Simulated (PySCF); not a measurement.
Towards the basis-set limit for AsH⁺

State: ²Π, doublet, unpaired electrons π ↑. De refers to As⁺ + H. ROHF-based CCSD(T) in PySCF 2.14 with As cc-pwCVDZ-PP with ECP10, H aug-cc-pVDZ and As cc-pwCVTZ-PP with ECP10, H aug-cc-pVTZ (frozen core orbitals: 4; scalar-relativistic core potentials). Correlation energies are extrapolated as n⁻³ (n = 2, 3), Hartree–Fock as (n+1)·exp(−9√n).

```tsv
Level	Re (Å)	ωe (cm⁻¹)	ωexe (cm⁻¹)	αe (cm⁻¹)	De (eV)
CCSD(T)/DZ	1.5283	2185.7	38.7	0.199	2.912
CCSD(T)/TZ	1.5220	2193.6	37.6	0.202	3.088
HF/CBS	1.5109	2334.4	30.1	0.171	2.107
MP2/CBS	1.5081	2283.5	33.1	0.187	2.962
CCSD/CBS	1.5176	2223.4	35.8	0.196	3.121
CCSD(T)/CBS	1.5205	2199.4	37.2	0.201	3.157
```

Problem. How much is left between CCSD(T)/TZ and the basis-set limit, and how much do the triples give at the limit?

Solution. CCSD(T)/CBS less CCSD(T)/TZ: -1.5 mÅ in Re, +5.8 cm⁻¹ in ωe and +0.069 eV in De. CCSD(T)/CBS less CCSD/CBS: +2.9 mÅ in Re, -24.0 cm⁻¹ in ωe and +0.036 eV in De.

The T1 diagnostic is 0.013. The state was picked by a PBE0 search and need not be the measured ground state. Spin–orbit coupling, excitations beyond (T) and corrections to the Born–Oppenheimer picture are left out.

The whole job (state search and all basis sets along the bond) took about 8.6 min on 4 threads of Intel Xeon Platinum 8259CL @ 2.50GHz (shared host), peak memory 5.3 GiB.
